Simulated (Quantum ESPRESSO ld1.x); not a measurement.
The numbers below are computed, except where a source is named.
Question: A nucleus of charge 27.5 with 27 electrons, configuration [Ar] 3d9. Level of theory: Dirac Kohn-Sham, LDA (Slater exchange, VWN5 correlation), spin-unpolarised, spherical densities, point nucleus; open shells fill j = l - 1/2 first (ld1.x of Quantum ESPRESSO 7.5). Some entries of the table are withheld. Estimate them.

orbital  occ.  eigenvalue (hartree)  <r> (bohr)  <r^2> (bohr^2)
1s1/2       2                   (1)     0.05521        0.004099
2s1/2       2              -34.3165      0.2504         0.07407
2p1/2       2              -29.8797      0.2180         0.05849
2p3/2       4              -29.2887      0.2212         0.06008
3s1/2       2              -3.78576      0.7626          0.6735
3p1/2       2              -2.45393         (2)          0.7582
3p3/2       4              -2.38050         (3)          0.7786
3d3/2       4                   (4)       1.174             (5)
3d5/2       5                   (6)       1.187             (7)

Answer: 
(1) 1s1/2 eigenvalue (hartree): -289.510
(2) 3p1/2 <r> (bohr): 0.7995
(3) 3p3/2 <r> (bohr): 0.8102
(4) 3d3/2 eigenvalue (hartree): -0.25692
(5) 3d3/2 <r^2> (bohr^2): 1.974
(6) 3d5/2 eigenvalue (hartree): -0.24999
(7) 3d5/2 <r^2> (bohr^2): 2.023
